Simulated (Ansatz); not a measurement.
System: GeN$_{2}$H$_{5}$, charge 0, doublet. GeN2H5 (SMILES [NH2][GeH][NH2], doublet).
B3LYP-D3(BJ)/def2-TZVP minimum from Ansatz (a quantum-chemistry and plane-wave program):
```
Ge
N 1 1.8516
H 2 1.0110 1 116.89
H 2 1.0117 3 109.89 1 -133.77
N 1 1.8567 2 100.78 3 174.82
H 5 1.0102 1 115.66 2 178.60
H 5 1.0131 6 109.76 1 -131.29
H 1 1.5777 2 103.96 3 54.97
```
Charge 0, spin multiplicity 2.

Total energies in hartree (Ansatz). UHF or UKS for unpaired electrons; spin-orbit terms are left out. Correlated methods leave the cores frozen (noble-gas shells, and filled d and f shells in the p block). No relativity. For partners of very few electrons the exact lower level stands in for a higher one.

```tsv
species	HF/cc-pVTZ	CCSD(T)/cc-pVTZ	HF/cc-pVQZ	CCSD(T)/cc-pVQZ	CCSD(T)/cc-pVDZ	CCSDT(Q)/cc-pVDZ
1: GeN2H5 (SMILES [NH2][GeH][NH2], doublet)	-2187.25466	-2187.84092	-2187.26821	-2187.88877	-2187.61096	-2187.61308
2: Ge (triplet)	-2075.36107	-2075.42794	-2075.36359	-2075.43284	-2075.34866	-2075.34895
3: N (quartet)	-54.40069	-54.51471	-54.40372	-54.52482	-54.47850	-54.47866
4: H (doublet)	-0.49981	-0.49981	-0.49995	-0.49995	-0.49928	-0.49928
```

Question: Work out the atomisation energy (electronic, to ground-state atoms) in kcal/mol: take Hartree-Fock from cc-pVQZ, extrapolate the CCSD(T) correlation energy as X^-3 (X = 3, 4), and add CCSDT(Q) - CCSD(T) in cc-pVDZ. 1 hartree = 627.51 kcal/mol.

Answer: 
Species 1: correlation (64·(-0.62056) - 27·(-0.58626))/37 = -0.64559; step -0.00212; E1 = -2187.26821 + (-0.64559) + (-0.00212) = -2187.91592
Species 2: correlation (64·(-0.06925) - 27·(-0.06687))/37 = -0.07099; step -0.00029; E2 = -2075.36359 + (-0.07099) + (-0.00029) = -2075.43487
Species 3: correlation (64·(-0.12110) - 27·(-0.11402))/37 = -0.12627; step -0.00016; E3 = -54.40372 + (-0.12627) + (-0.00016) = -54.53015
Species 4: correlation (64·(0.00000) - 27·(0.00000))/37 = 0.00000; step +0.00000; E4 = -0.49995 + (0.00000) + (+0.00000) = -0.49995
-1·E1 +1·E2 +2·E3 +5·E4 = 0.92100 hartree = 577.9 kcal/mol.
